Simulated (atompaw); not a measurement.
## Building the PAW (atompaw) potential for Zr (Z = 40) (PBE, scalar-relativistic).

The input file (atompaw 4.2.0.5):

```
Zr 40
GGA-PBE scalarrelativistic loggrid 1500 logderivrange -5 5 251
5 5 4 0 0 0
5 0 0
5 1 0
4 2 2
0 0 0
c
c
c
c
v
c
c
v
v
c
v
2
2.70 2.50 2.00 2.30
y
1.75
n
n
y
1.05
n
custom polynom gramschmidtortho besselshape
3 0 ultrasoft
2.70
2.70
1.60
2.70
2.05
2.05
PWSCFOUT
UPFDX 0.0125d0 UPFXMIN -7.d0 UPFZMESH 40.d0
END
```

Command:

```bash
atompaw < Zr.input > Zr.log
```

Output (summary file):

```
Completed calculations for Zr (AE)

 Exchange-correlation type: GGA, Perdew-Burke-Ernzerhof

 Radial integration grid is logarithmic
 r0 =   2.1400192E-04 h =   8.5600766E-03   n =      1500 rmax =   8.0000000E+01

 Scalar relativistic calculation

 AEatom converged in  32 iterations
   nz     =  40.00
   delta  =       4.832046551325E-16

 All Electron Orbital energies:
  n  l      occupancy      energy
  1  0      2.0000000E+00 -1.3112051E+03
  2  0      2.0000000E+00 -1.8260067E+02
  3  0      2.0000000E+00 -3.0820554E+01
  4  0      2.0000000E+00 -5.0704887E+00
  5  0      0.0000000E+00 -1.1787343E+00
  2  1      6.0000000E+00 -1.6294864E+02
  3  1      6.0000000E+00 -2.4417731E+01
  4  1      6.0000000E+00 -3.4485366E+00
  5  1      0.0000000E+00 -8.5747943E-01
  3  2      1.0000000E+01 -1.3910338E+01
  4  2      2.0000000E+00 -1.2715055E+00

 Total energy
   Total                    :    -7195.58634790105498

 ---
 Completed calculations for Zr (SC)

 Exchange-correlation type: GGA, Perdew-Burke-Ernzerhof

 Radial integration grid is logarithmic
 r0 =   2.1400192E-04 h =   8.5600766E-03   n =      1500 rmax =   8.0000000E+01

 Scalar relativistic calculation

 SCatom converged in   2 iterations
   nz     =  40.00
   delta  =       5.819021945233E-17

 Valence Electron Orbital energies:
  n  l      occupancy      energy
   5  0      0.0000000E+00 -1.1787343E+00
   4  1      6.0000000E+00 -3.4485366E+00
   5  1      0.0000000E+00 -8.5747944E-01
   4  2      2.0000000E+00 -1.2715055E+00

 Total energy
   Total                    :    -7195.58634789663847
   Valence                  :     -275.14676465603287

 PAW parameters:
       lmax =            2
         rc =    2.7202406913299546
        irc =         1105
   rc_shape =    2.5185249065646618
    rc_vloc =    2.0159493007277995
    rc_core =    2.3118891752654460
   Vloc: Non norm-conserving form with l= 3;e=   0.0000E+00
   Projector type: polynomial pseudization + Gram-Schmidt ortho.
   Bessel compensation charge shape zeroed at   2.5185E+00

 Number of basis functions     6
 No.   n  nodes  l      Energy         Cp coeff         Occ
  1    5    4    0   -0.1178734E+01  0.1000000E+01  0.0000000E+00
  2  999    5    0    0.1750000E+01  0.6271000E+00  0.0000000E+00
  3    4    2    1   -0.3448537E+01  0.1000000E+01  0.6000000E+01
  4    5    3    1   -0.8574794E+00  0.1297343E+01  0.0000000E+00
  5    4    1    2   -0.1271506E+01  0.1000000E+01  0.2000000E+01
  6  999    2    2    0.1050000E+01  0.6067247E+01  0.0000000E+00

 Eigenvalues of overlap operator (in the basis of projectors):
    1        2.43453922E-03
    2        5.58694001E-01
    3        2.44096923E+00
    4        2.64390213E+01
    5        6.44096802E+02
    6        8.64498901E+02

 Orbital leakage outside PAW augmentation regions
   orb  is_core?  %out_of_sphere
   1 0    T           0.00
   2 0    T           0.00
   3 0    T           0.00
   4 0    T           0.36
   5 0    F          66.56
   2 1    T          -0.00
   3 1    T           0.00
   4 1    F           1.46
   5 1    F          82.94
   3 2    T           0.00
   4 2    F          18.43

 Summary of PAW energies
   Total valence energy     :   -275.14663046277246
   Smooth energy            :     12.09351229874798
   One center               :   -287.24014276152047
   Smooth kinetic           :     25.67014224654064
   Vloc energy              :    -13.54534167430718
   Smooth exch-corr         :     -8.82056486582007
   One-center xc            :   -218.31725420643562

  Detected negative values for pseudo core + nhat
    which may cause trouble
  Please try reducing rc_core and or adjusting compensation charge shape
```

Note: ghost state, extra bound levels that the all-electron valence spectrum of the same l lacks: s at -137.6 eV. A true bound ghost makes a file unfit for plane-wave use.

The run took about 2.6 s on one core of a shared server CPU.
